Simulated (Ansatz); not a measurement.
CH7FOSi2 can be A, `FC[SiH2]O[SiH3]`, or B, `O[SiH2][SiH2]CF`.

Gas-phase electronic energies from Ansatz, PBE0-D4/def2-TZVP geometries. CCSD(T)/CBS is the MP2 limit (def2-TZVPP, def2-QZVPP) plus CCSD(T) − MP2 in def2-TZVPP, frozen cores. DFT in def2-TZVPP. B3LYP here is the variant with VWN-RPA as its local correlation; programs differ in this. Each species was taken in one conformer, which may not be the lowest.

(1) Which is lower in electronic energy at CCSD(T)/CBS, and by how much? (An estimate is asked.)

(2) Give E(B) − E(A) in kcal/mol with B2PLYP, CCSD(T)/def2-TZVPP, PBE0-D4, B3LYP, B3LYP-D4, r2SCAN-D4, PBE-D4. (Estimate.)

Largest T1 diagnostic: 0.012.

## Answers

(1) The calculation gave: A, by 28.8 kcal/mol.

(2) Ansatz gave: B2PLYP 29.7, CCSD(T)/def2-TZVPP 28.9, PBE0-D4 24.3, B3LYP 28.4, B3LYP-D4 28.8, r2SCAN-D4 27.0, PBE-D4 21.9. None reverses the order clearly.

From PBE to PBE0 (25 % exact exchange), in def2-TZVPP and without D4, E(B) − E(A) moves by +2.4 kcal/mol. In def2-TZVPP, CCSD(T) changes the Hartree–Fock value by −6.4 kcal/mol (the triples alone add −0.9 kcal/mol) and MP2 by −4.7 kcal/mol.
